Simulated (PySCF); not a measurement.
## Calculated properties of `FC(F)[C@@H]1C[C@@H]2C=C[C@H]1C2`

Species: C8H10F2.
SMILES with atom numbers: `[F:1][CH:2]([F:3])[C@@H:4]1[CH2:5][C@@H:6]2[CH:7]=[CH:8][C@H:9]1[CH2:10]2` (hydrogens: H11 on C2; H12 on C4; H13, H14 on C5; H15 on C6; H16 on C7; H17 on C8; H18 on C9; H19, H20 on C10)

Structural features include: C=C double bond and C–F bond.

**PBE0-D3(BJ)/def2-SVP geometry optimisation, gas phase (PySCF)**

| Item | Value |
| --- | --- |
| Point group | C1 |
| Rotational constants A, B, C | 2.571, 1.038, 0.937 GHz |

**CAM-B3LYP/def2-SVPD ground state, ΔSCF and vertical TDDFT (core frozen in the response) (PySCF)**

| Quantity | Value |
| --- | --- |
| Dipole moment | 2.51 D |
| HOMO energy | -8.57 eV |
| LUMO energy | 0.99 eV |
| HOMO–LUMO gap | 9.56 eV |
| Lowest singlet excitation | 6.56 eV (189 nm, f = 0.119) |
| Strongest line among the 10 lowest singlet transitions | S1 at 6.56 eV (189 nm, f = 0.119) |
| Lowest triplet excitation (Tamm–Dancoff) | 4.05 eV |
| Static isotropic polarisability | 86.0 au |
| Vertical ionisation energy | 9.28 eV |
| Electronic spatial extent ⟨r²⟩ about the centre of nuclear charge | 1321 bohr² |

**PBE0/pcSseg-1 ground state and GIAO shieldings, non-relativistic (PySCF)**

| Quantity | Value |
| --- | --- |
| Lowest Hirshfeld atomic charge | -0.11 e on F1/F3 |
| Highest Hirshfeld atomic charge | +0.14 e on C2 |
| 13C chemical shifts (computed TMS as zero) by class | 148.9 (C7), 142.5 (C8), 124.1 (C2), 52.8 (C10), 46.0 (C4), 46.0 (C9), 45.1 (C6), 29.3 (C5) ppm |
| 1H chemical shifts (computed TMS as zero) by class | 6.48 (H16), 6.28 (H17), 5.05 (H11), 2.82 (H18), 2.63 (H15), 2.30 (H12), 1.86 (H13), 1.41 (H20), 1.20 (H19), 0.81 (H14) ppm |
| Isotropic shieldings of nuclei other than C and H, by class | 307 (F3), 315 (F1) ppm |
| Mayer bond orders between heavy atoms | F1–C2 0.95, C2–F3 0.94, C2–C4 1.00, C4–C5 0.97, C5–C6 0.98, C6–C7 0.98, C7–C8 1.83, C8–C9 0.97, C9–C10 0.96, C9–C4 0.95, C10–C6 0.97 |

Monoisotopic mass from the formula: 144.0751 u.

The principal polarisabilities are 80.8, 85.4 and 91.9 au; their mean is the isotropic value. The rotational constants make it an asymmetric top with κ = (2B − A − C)/(A − C) = -0.88, nearer the prolate limit (−1). The 10 singlets span 6.56 to 8.58 eV, and their oscillator strengths add up to 0.23. S1 lies 3.00 eV below the HOMO–LUMO gap; its leading configuration is HOMO→LUMO, weight 0.94. The ΔSCF ionisation energy exceeds −ε(HOMO) by 0.71 eV with CAM-B3LYP. The largest Löwdin shares of the HOMO are 0.32 on C8, 0.32 on C7, 0.06 on C9 and 0.05 on C6. No computed singlet falls in the visible range (750 to 380 nm, 1.65 to 3.26 eV); S1 lies 3.30 eV above its blue end. A dipole of 2.51 D is allowed in C1, and pure rotational transitions are dipole-allowed.

One conformer stands for the species.
